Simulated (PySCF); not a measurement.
C4H5NSi, SMILES C#C[SiH](N)C#C. Atoms are numbered in the order given.

```xyz
11

C      2.6172    -0.3023    -0.7853
C      1.5350    -0.2475    -0.2323
Si    -0.0971    -0.1538     0.6004
N     -0.8024    -1.7237     0.5741
C     -1.0638     1.1558    -0.2674
C     -1.7306     2.0061    -0.8287
H      3.5751    -0.3507    -1.2725
H      0.0505     0.2631     2.0207
H     -0.8591    -2.2222    -0.3075
H     -1.6224    -1.9025     1.1436
H     -2.3152     2.7594    -1.3265
```
Charge 0, spin multiplicity 1.

Coordinates come from a PBE0-D3(BJ)/def2-SVP optimisation. This is a generated structure with no PubChem entry under its InChIKey; it may be hypothetical. One conformer was computed; it need not be the lowest.

These are PBE/def2-TZVP in PySCF values and carry that method's errors.

ESP charges are fitted to the potential on shells at 1.4 to 2.0 van der Waals radii. Atomic charges (e):

```csv
atom,ESP fit,IAO
C1,-0.35,-0.18
C2,?,-0.33
Si3,?,1.04
N4,-1.03,-0.84
C5,?,-0.35
C6,-0.29,-0.19
H7,0.30,0.20
H8,-0.11,-0.12
H9,?,0.27
H10,?,0.27
H11,0.28,0.20
```

Problem. Complete the blanks. (The exact figures need the calculation; the answer reports its results.)

Solution. 
- C2, ESP fit: -0.12
- Si3, ESP fit: 0.77
- C5, ESP fit: -0.26
- H9, ESP fit: 0.41
- H10, ESP fit: 0.40

Computed Mayer and Wiberg (Löwdin basis) orders of the bonds:
| bond | Mayer | Wiberg |
|---|---|---|
| C1–C2 | 2.65 | 2.99 |
| C2–Si3 | 1.06 | 1.12 |
| Si3–N4 | 1.25 | 1.52 |
| Si3–C5 | 0.97 | 1.12 |
| C5–C6 | 2.69 | 3.00 |
| C1–H7 | 0.99 | 0.92 |
| Si3–H8 | 0.91 | 0.86 |
| N4–H9 | 0.91 | 0.95 |
| N4–H10 | 0.92 | 0.95 |
| C6–H11 | 0.99 | 0.92 |
